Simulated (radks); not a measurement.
Q: These are the eigenvalues of the occupied orbitals of an atom or ion with whole-number occupations (eV). Method: Dirac Kohn-Sham, PBEsol, spin-unpolarised, spherical densities, finite nucleus; Fermi nuclear charge, rms radius of each element as measured or else 0.836 A^(1/3) + 0.57 fm; computed with a radial shooting solver on a logarithmic mesh with Libxc functionals.

orbital  eigenvalue
1s1/2     -4895.516
2s1/2     -570.0374
2p1/2     -481.5350
2p3/2     -475.7748
3s1/2      -94.8158
3p1/2      -71.2560
3p3/2      -70.5633
3d3/2      -34.6758

Which element is it, and in what charge state? The configuration may be excited. Open shells, if any, fill j = l - 1/2 first.

A: Z = 22, titanium, charge +3: Ti3+ in [Ar] 3d1. The list shows which subshells hold electrons but not how many an open one holds; the 1s level, -179.91 hartree, gives Z - s = 19.0 by -(Z - s)^2/2, which with screening and relativity narrows Z to a few neighbours, and the depths of the outer levels then fix element, charge and occupations together.
